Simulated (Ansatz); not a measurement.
Reaction (formal exchange of groups at a Ga–H bond): `C#[C][GaH][CH3]` + `C#CC#C` → `C#[C][Ga]([CH3])[C]#C` + `C#C`

Program: Ansatz. Geometries: PBE0-D4/def2-TZVP. ΔE: electronic, gas phase. CCSD(T)/CBS is the MP2 limit (def2-TZVPP, def2-QZVPP) plus CCSD(T) − MP2 in def2-TZVPP, frozen cores. This one scheme is used for every species. DFT in def2-TZVPP. For Ga outer-core shells are correlated without core-valence functions, which leaves a few kJ/mol of doubt a bond. Scalar relativity is left out up to krypton.

`C#[C][GaH][CH3]`:

Cartesian coordinates in Å:
```
C -0.871 -2.509 -0.660
C -0.253 -1.470 -0.601
Ga 0.717 0.189 -0.492
C 0.077 1.526 0.786
H -1.413 -3.425 -0.713
H 1.950 0.357 -1.440
H -0.003 1.080 1.781
H 0.724 2.401 0.839
H -0.928 1.850 0.501
```

`C#CC#C`:

Cartesian coordinates in Å:
```
C -0.143 0.620 1.776
C -0.052 0.224 0.642
C 0.052 -0.224 -0.642
C 0.143 -0.620 -1.776
H -0.224 0.970 2.778
H 0.224 -0.970 -2.778
```

`C#[C][Ga]([CH3])[C]#C`:

```xyz
11

C    -1.598    2.393    1.106
C    -0.973    1.452    0.677
Ga    0.030   -0.010   -0.050
C     0.898    0.128   -1.790
C     0.125   -1.592    1.025
C     0.206   -2.607    1.677
H    -2.151    3.219    1.492
H     0.157    0.363   -2.557
H     1.621    0.947   -1.779
H     1.411   -0.795   -2.060
H     0.273   -3.498    2.259
```

`C#C`:

```xyz
4

C    -0.529   -0.082    0.268
C     0.529    0.082   -0.268
H    -1.469   -0.229    0.746
H     1.469    0.229   -0.746
```

CCSD(T)/CBS gives -45.2 kJ/mol.

Q: Another level gave -28.6 kJ/mol. Which?
A. CCSD/def2-TZVPP
B. revPBE/def2-TZVPP
C. r2SCAN-D4/def2-TZVPP
D. CAM-B3LYP/def2-TZVPP

A: D. CAM-B3LYP -28.6, r2SCAN-D4 -17.8, CCSD/def2-TZVPP -49.3, revPBE -10.8 kJ/mol.

Largest T1 diagnostic among the species: 0.014.

From PBE to PBE0 (25 % exact exchange), in def2-TZVPP and without D4, ΔE moves by −10.6 kJ/mol. At CCSD(T), def2-SVP lies +12.8 kJ/mol from the extrapolated value and def2-TZVPP −1.5 kJ/mol. Leaving LDA and LC-ωPBE aside and taking each functional with its dispersion term where it has one, the values, not all of them listed here, spread over 31.2 kJ/mol, from ωB97M-V to B97M-V. LDA lies +10.5 kJ/mol from PBE without D4.
